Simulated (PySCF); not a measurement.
BH3N, SMILES [BH]N (connectivity only; charge and spin as stated), charge +1, multiplicity 1. Geometry: TPSSh-D3(BJ)/def2-TZVP. The multiplicity is an assumed one; other spin states were not compared. The isomer is the one that the SMILES or the coordinates give; other isomers of the formula were not compared.

TDDFT-PBE0/def2-TZVPD run with PySCF 2.14.0 puts the lowest singlet excitations at 5.85, 9.02, 9.27, 9.90, 11.04, 11.77 eV.

Task: What are the lowest excitation roots from ADC(2)/aug-cc-pVDZ run with PySCF? (Estimate from the structure and the level; the computed values follow.)

Result: 5.88, 9.08, 9.74, 9.93, 11.66, 11.78 eV. S1 differs by 0.03 eV (second minus first; roots are paired by order, and the bases may differ).
